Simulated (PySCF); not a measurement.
C3H6BNO2, SMILES C/N=C1\COB1O.

Geometry optimised at PBE-D3(BJ)/def2-SVP. The structure was generated by enumeration; whether it is a known compound was not checked. The values are those of a single conformer.

Two levels are set side by side: PBE/def2-TZVP (PySCF) and B3LYP/def2-TZVP (PySCF). Same geometry, gas phase. Differences are taken from unrounded values.

```json
[
 {"quantity": "orbital gap (eV)", "B3LYP": "5.42"},
 {"quantity": "highest occupied level (eV)", "B3LYP": "-6.89"},
 {"quantity": "lowest empty level (eV)", "B3LYP": "-1.47"},
 {"quantity": "dipole moment (D)", "B3LYP": "2.01"},
 {"quantity": "mean polarisability (bohr³)", "B3LYP": "64.5"}
]
```

Task: What does PBE give, and how far is it from B3LYP? (Estimate from the structure and the level; the computed values follow.)

Result: 
```json
[
 {"quantity": "orbital gap (eV)", "PBE": "3.42", "PBE minus B3LYP": "-2.00"},
 {"quantity": "highest occupied level (eV)", "PBE": "-5.66", "PBE minus B3LYP": "1.23"},
 {"quantity": "lowest empty level (eV)", "PBE": "-2.23", "PBE minus B3LYP": "-0.77"},
 {"quantity": "dipole moment (D)", "PBE": "1.92", "PBE minus B3LYP": "-0.09"},
 {"quantity": "mean polarisability (bohr³)", "PBE": "66.9", "PBE minus B3LYP": "2.4"}
]
```

PBE's occupied levels lie high since its potential decays too fast outside the molecule; exact exchange lowers them and widens the gap. Loosely held outer electrons make PBE densities more polarisable. Differences between two approximate levels are no errors against the true value.

Rough cost on one machine, each run with all the roots and properties that it gave: B3LYP against PBE within a factor of 2.
